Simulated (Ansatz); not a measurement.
`CC[Si](F)(F)Cl` → F₂ + `CC[Si]Cl` at 700 K and 1 bar (silylene formation by 1,1-elimination).

Program: Ansatz. Geometries: PBE0-D4/def2-TZVP. ΔE: electronic, gas phase. CCSD(T)/CBS adds triple-zeta CCSD(T) − MP2 to the extrapolated MP2 energy (def2 sets, frozen cores). This one scheme is used for every species. One conformer a species, not always the lowest.

| species | CCSD(T)/CBS energy (Eh) | H − E (kJ/mol) | S (J/(mol·K)) |
| --- | --- | --- | --- |
| `CC[Si](F)(F)Cl` | -1027.77234 | 278.2 | 494.3 |
| F₂ | -199.39789 | 28.5 | 229.6 |
| `CC[Si]Cl` | -827.97738 | 236.8 | 429.4 |

H − E and S are ideal-gas, rigid-rotor, harmonic terms from PBE0-D4/def2-TZVP, for one conformer and one mirror image of each species. 1 Eh = 2625.50 kJ/mol, R = 8.31446 J/(mol·K).

**Question.** By hand: ΔE, ΔH, ΔS and ΔG.

**Answer.** ΔE = (-199.39789) + (-827.97738) − (-1027.77234) = 0.39707 Eh = 1042.5 kJ/mol. Δ(H − E) = 28.5 + 236.8 − 278.2 = -12.9, so ΔH = 1029.6 kJ/mol. ΔS = 229.6 + 429.4 − 494.3 = 164.7 J/(mol·K). ΔG = 1029.6 − 700 × (164.7)/1000 = 914.3 kJ/mol.

**Question.** By hand: the equilibrium constant, and the temperature at which ΔG would vanish if ΔH and ΔS stayed fixed.

**Answer.** log₁₀ K = −ΔG/(RT ln 10) = -68.2. ΔG = 0 at ΔH/ΔS = 6251 K, far beyond where these terms or the molecules hold.

The number of gas molecules changes by +1, which sets the sign of ΔS. A doubt of 5 kJ/mol in ΔE shifts log₁₀ K by 0.4 here. Other conformers and mirror images would add mixing entropy, several J/(mol·K) or more a flexible species. Modes under 60 cm⁻¹, often nearly free rotors, make the harmonic entropy too high. These are equilibria of isolated gas molecules and say nothing of rates. Largest T1 diagnostic: 0.012 (customary marks: 0.02 for closed shells, 0.045 for open ones).
